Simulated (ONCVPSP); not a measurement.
Configuration tests for lanthanum (La) (ONCV)

La (Z = 57), optimised norm-conserving Vanderbilt (ONCV), made with ONCVPSP 4.0.1 (LDA (Perdew-Wang 92), scalar-relativistic). Core [Kr] 4d10, reference 5s2 5p6 5d1 6s1 6p1. Waves: 5s+6s: rc 2.75 bohr, ncon 4, nbas 8, qcut 4.1 1/bohr, 2 projectors; 5p+6p: rc 3.45 bohr, ncon 5, nbas 9, qcut 3.8 1/bohr, 2 projectors; 5d: rc 2.80 bohr, ncon 3, nbas 7, qcut 3.6 1/bohr, 1 projector; f scattering state at 0.28 Ha: rc 3.35 bohr, ncon 4, nbas 8, qcut 3.2 1/bohr, 3 projectors, debl 1 Ha. Local part: polynomial inside 1.75 bohr (lpopt 1, dvloc0 1 Ha). Core correction: polynomial model core, fcfact 0.55.

In the f channel the program set the typed energies aside and used -0.209, 0.791, 1.791 Ha.

Energies are relative to the spin-unpolarised reference configuration 5s2 5p6 5d1 6s1 6p1; without spin polarisation the order of configurations can differ from experiment.

```csv
valence configuration,charge,ΔE all-electron (eV),error AE − PS (meV)
5s2 5p6 5d1 6s2 6p0,0,-2.457,-0.7
5s2 5p6 5d2 6s0 6p0,+1,3.847,-8.4
```

Q: What are ΔE and the potential's error for 5s2 5p6 5d1 6s0 6p0?

A: ΔE = 14.848 eV all-electron; the error (AE − PS) is -5.6 meV.

Q: What are ΔE and the potential's error for 5s2 5p6 5d1 6s1 6p0?

A: ΔE = 3.701 eV all-electron; the error (AE − PS) is -0.9 meV.

Levels in the configuration 5s2 5p6 5d1 6s2 6p0:

| level | all-electron (eV) | pseudo (eV) |
| --- | --- | --- |
| 5s | -39.072 | -39.054 |
| 5p | -22.478 | -22.477 |
| 5d | -3.204 | -3.208 |
| 6s | -3.813 | -3.812 |

Note: no bound ghost flagged but for a GHOST(-) flag that falls on a real empty level of the atom; GHOST(+) flagged for s at 76.9 eV, f at 320.6 eV.
